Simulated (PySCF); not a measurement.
YCl3, SMILES [Cl][Y]([Cl])[Cl].

Coordinates come from a r2SCAN-D4/def2-SVP optimisation. The isomer is the one that the SMILES or the coordinates give; other isomers of the formula were not compared. The def2 effective core potentials stand for the cores of Y; spin–orbit coupling is left out.

Two levels are set side by side: PBE/def2-TZVPD (PySCF) and CAM-B3LYP/def2-TZVPD (PySCF). Same geometry, gas phase. Differences are taken from unrounded values.

```csv
quantity,CAM-B3LYP
orbital gap (eV),8.32
highest occupied level (eV),-10.49
lowest empty level (eV),-2.17
mean polarisability (bohr³),78.6
```

What does PBE give, and how far is it from CAM-B3LYP? (Estimate from the structure and the level; the computed values follow.)


| quantity | PBE | PBE minus CAM-B3LYP |
|---|---|---|
| orbital gap (eV) | 4.06 | -4.26 |
| highest occupied level (eV) | -7.77 | 2.72 |
| lowest empty level (eV) | -3.71 | -1.54 |
| mean polarisability (bohr³) | 84.9 | 6.3 |

PBE's occupied levels lie high since its potential decays too fast outside the molecule; exact exchange lowers them and widens the gap. PBE's more diffuse valence density responds more strongly to a field. Differences between two approximate levels are no errors against the true value.

Rough cost on one machine, each run with all the roots and properties that it gave: CAM-B3LYP against PBE within a factor of 2.
